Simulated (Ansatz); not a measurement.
Wavefunction ladder for BrF$_{3}$Ti (`[F][Ti]([F])([F])[Br]`)

```xyz
5

F    -0.2576   -1.6477   -0.6167
Ti   -0.1097   -0.0201   -0.0322
F    -0.5592    1.0851   -1.2928
F    -1.1666    0.1997    1.3269
Br    2.0931    0.3830    0.6148
```

The species carries charge 0 and has multiplicity 1. Correlated methods include outer-core shells of Br, Ti, which these sets cover unevenly. Scalar relativity is left out up to krypton. Geometry: relaxed with PBE0-D4/def2-TZVP. Frozen core, restricted reference, the Gaussian-basis code of Ansatz.

```csv
basis,HF (Eh),MP2 corr.
def2-SVP,-3718.71562,-1.11253
def2-TZVPP,-3719.54879,-1.45598
def2-QZVPP,-3719.62741,-1.87993
```

Task: Estimate the CCSD correlation energy and the (T) correction in each basis where they were run (hartree).

Result: 
```
     basis  CCSD corr.       (T)
  def2-SVP    -1.09940  -0.04091
def2-TZVPP    -1.44650  -0.06453
```
